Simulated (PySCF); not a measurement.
## Static response to an electric field

C5H6N2O2.
Structure used (GFN2-xTB), in Å, numbered top down from 1:
```xyz
15
C5H6N2O2 angstrom
C     -2.115   -0.695   -0.163
N     -0.773   -0.171   -0.056
N      0.207   -1.068   -0.067
C      1.438   -0.667    0.027
O      2.413   -1.591    0.014
C      1.784    0.711    0.142
C      0.781    1.615    0.154
C     -0.608    1.200    0.052
O     -1.578    1.937    0.055
H     -2.612   -0.252   -1.026
H     -2.685   -0.430    0.729
H     -2.052   -1.775   -0.269
H      2.010   -2.466   -0.068
H      2.824    0.984    0.216
H      0.962    2.675    0.238
```

Level: B3LYP/def2-SVPD (PySCF), static field, nuclei fixed, core orbitals frozen in the response. The polarisability tensor in these axes (au):

```
x   104.30  -7.29   2.32
y    -7.29  93.37   2.71
z     2.32   2.71  49.86
```

**Question.** Give the principal values, the mean and the anisotropy Δα = √{½[(α1 − α2)² + (α2 − α3)² + (α1 − α3)²]}.

**Answer.** Principal values 49.55, 90.03 and 107.96 au; mean 82.51 au = 12.23 Å³ = 13.60 × 10⁻⁴⁰ C²·m²/J; Δα = 51.83 au (63 % of the mean).

**Question.** What is the dipole moment, and where does it point?

**Answer.** (1.82, -2.40, -0.08) D, 3.01 D in size, pointing from the negative to the positive side. Measured along this direction, the outermost atoms are O9 at the negative end and H13 at the positive end.

**Question.** Find the Langevin capture rate constant for NO+ (29.998 u) meeting this molecule (126.043 u), k = 2.342 × 10⁻⁹ cm³/s × √(α in Å³ / reduced mass in u).

**Answer.** The reduced mass is 24.23 u, so k = 1.66 × 10⁻⁹ cm³/s. The formula leaves out the permanent dipole, which adds to the capture rate.

**Question.** Form Σ f/ω² (atomic units) for the 8 lowest TDDFT singlets, given as eV and f, and set it beside the mean polarisability, which is this sum over all singlets: 3.90, 0.0664; 3.98, 0.0005; 5.61, 0.0019; 5.67, 0.0313; 5.70, 0.0000; 5.87, 0.0013; 6.18, 0.0043; 6.48, 0.3343.

**Answer.** They add up to 10.04 au, 12.2 % of the 82.51 au; the largest single term is 5.90 au, from the state at 6.48 eV. Terms in order: 3.24, 0.02, 0.05, 0.72, 0.00, 0.03, 0.08, 5.90 au. Higher excitations give the rest. The strengths listed sum to 0.440.

**Question.** Traceless (Buckingham) quadrupole moment about the centre of nuclear charge: eigenvalues?

**Answer.** -13.56, 0.32, 13.24 D·Å. The values depend on the origin, since the dipole doesn't vanish. The electronic extent ⟨r²⟩ about the same centre is 1103 bohr², a root-mean-square distance of 2.16 Å for the 66 electrons.

Isolated species at its GFN2-xTB geometry (one conformer only).

The run behind these numbers computed excited states as well. Hardware: one thread of an x86-64 server (shared host). Cost: 42 s wall, 38 s CPU.
